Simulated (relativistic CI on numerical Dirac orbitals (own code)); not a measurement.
# Hyperfine structure of Mg3+, mass number 25

Calculated at this level of theory: Dirac-Coulomb-Breit CI, separate exchange-only KLI orbitals for each configuration, model QED (radiative potential, 1s self-energy scaled to tabulated hydrogen-like ionisation energies), valence Slater integrals scaled by 0.85, P86 correlation energy added to each configuration (own radial code, finite nucleus).

Configurations in the expansion (outside the closed core 1s2): 2s2 2p5, 2s 2p6, 2s2 2p4 3s, 2s2 2p4 3p, 2s2 2p4 3d, 2s2 2p4 4s, 2s2 2p4 4p, 2s2 2p4 4d, 2s2 2p4 4f, 2p6 3s, 2s 2p5 3s, 2s2 2p3 3s2, 2p6 3p, 2s 2p5 3p, 2s2 2p3 3s 3p, 2p6 3d. Levels of other configurations are missing.

Nuclear spin I = 5/2, μ = -0.85533 μN, Q = 0.199 b (tables of Stone and Pyykkö). The electronic factors are computed for point nuclear moments, without core polarisation; leaving it out makes A of s and p electrons in near-neutral atoms 20 to 40 % too small, and it can dominate for d and f shells.

```
            Level   E (eV)  A (MHz)  B (MHz)
  2s2 2p5 2P°_3/2   0.0000   -511.7     -520
  2s2 2p5 2P°_1/2   0.2733    -2454         
    2s 2p6 2S_1/2  40.8020    -9569         
2s2 2p4 3s 4P_5/2  67.4441   -748.3      575
2s2 2p4 3s 4P_3/2  67.6183   -275.1     -451
2s2 2p4 3s 4P_1/2  67.7188     -240         
2s2 2p4 3s 2P_3/2  68.5915     -615      565
2s2 2p4 3s 2P_1/2  68.7972   -647.8
```

Levels with J = 0, under 50 % of one LS term, or S terms without an open s electron are left out. Small factors come from cancelling terms and can be off by tens of per cent or more.

For a near-neutral ion this model can misplace configurations by up to about 10,000 cm⁻¹ (more where the count of f electrons changes) and terms by 10 to 25 % of their spread. Rates follow the energies as ν³ (E1, M1) or ν⁵ (E2), so they and the lifetimes can be off by large factors. The fine structure of a lone outer electron comes out too small, for d and f at times inverted, and misplaced configurations move strength between like terms. 69 of the 69 excited levels that our extract of the measured tables holds in this range could be paired (the sources list more); they are missed by 2291 cm⁻¹ on average and 17558 at most, and levels without a partner can miss by more.

Task: Give the hyperfine levels of 2s2 2p5 2P°_1/2 relative to its centre of gravity.

Result: With K = F(F + 1) − I(I + 1) − J(J + 1), E = AK/2: F = 2: 4295, F = 3: -3068 MHz.
